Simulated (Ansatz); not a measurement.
Born–Oppenheimer molecular dynamics of AlBrFH₄NO (9 atoms, charge 0, multiplicity 1). It starts at the highest image of a converged band. Of that band: Beside the main top the profile has a ripple of under 15 meV (maxima at images 3, 6), which may be a very shallow well or noise. A vibrational analysis at the climbing image gives one clearly imaginary mode, 1241i cm⁻¹: a first-order saddle point.

The calculation used RHF/def2-SVP (Ansatz).

* ensemble: NVE (velocity Verlet)
* time step: 0.5 fs
* steps asked: 200
* starting velocities drawn for: 300 K
* seed: 10380

First frame:

```xyz
9
Properties=species:S:1:pos:R:3
Al -0.095 0.219 -0.043
F -0.277 -0.076 1.708
O 1.471 -0.018 -0.589
H 1.883 -0.540 -1.251
N -1.578 -0.136 -0.916
H -2.490 -0.187 -0.504
H -1.656 -0.180 -1.914
Br -0.070 2.573 1.144
H -0.207 1.123 1.898
```

(1) How far do the bonds stretch over the last three quarters of this one trajectory? (Pairs bonded in most of those frames.)

Answers

(1) 
```tsv
bond	mean (Å)	spread (Å)	shortest	longest
Al1–O3	1.679	0.042	1.61	1.75
Al1–N5	1.766	0.027	1.72	1.82
Al1–Br8	2.331	0.171	2.11	2.63
F2–H9	0.918	0.023	0.89	0.98
O3–H4	0.940	0.018	0.91	0.97
N5–H6	1.003	0.009	0.99	1.02
N5–H7	1.004	0.006	0.99	1.02
```

Pairs bonded in part of these frames only: Al1–F2 30 %.

Mean temperature of the second half: 677 K. The conserved energy stayed within 0.14 meV per atom of its start (net change 0.045 meV per atom), so the integration is sound. The kinetic energy rose, since the run started high on the potential surface and went downhill. It ends in pieces (AlBrH3NO + FH), so much of that is their flight and rotation, not heat. A run of 0.1 ps of so small a system gives no equilibrium averages. The orbitals stay closed-shell, which can raise the energy where a bond breaks towards radicals; this wasn't checked here.

Time of the run: 4.4 min on 2 threads of Arm Neoverse V2, on a shared host, peak memory 0.24 GiB.
